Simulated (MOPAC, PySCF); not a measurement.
H₇NSi₂, SMILES `N[SiH2][SiH3]`, neutral singlet in the gas phase. 

Z-matrix (Å, degrees):
```
Si
N 1 1.7281
H 2 1.0082 1 118.72
H 2 1.0082 3 110.23 1 -141.79
H 1 1.4885 2 107.61 3 51.89
H 1 1.4885 5 109.27 2 -116.57
Si 1 2.3510 5 108.42 6 -117.98
H 7 1.4902 1 111.92 5 59.26
H 7 1.4907 8 108.14 1 -121.85
H 7 1.4907 8 108.14 9 -116.29
```
Charge 0, spin multiplicity 1.

All levels are single points at this geometry (PBE0-D3(BJ)/def2-TZVP); Pople sets use spherical d functions. Orbital energies aren't observables, and empty levels follow the basis.

AM1 in MOPAC gives gap (eV) = 8.71.

Problem. Estimate the gap (eV) from each of these levels: PBE0-D3(BJ)/def2-TZVP in PySCF; B3LYP/3-21G in PySCF; BP86/6-31G* in PySCF; HF/STO-3G in PySCF; PM7 in MOPAC.

Solution. 
```
level                           gap (eV)
------------------------------  --------
PBE0-D3(BJ)/def2-TZVP in PySCF      6.88
B3LYP/3-21G in PySCF                6.68
BP86/6-31G* in PySCF                5.02
HF/STO-3G in PySCF                 18.14
PM7 in MOPAC                        9.76
```
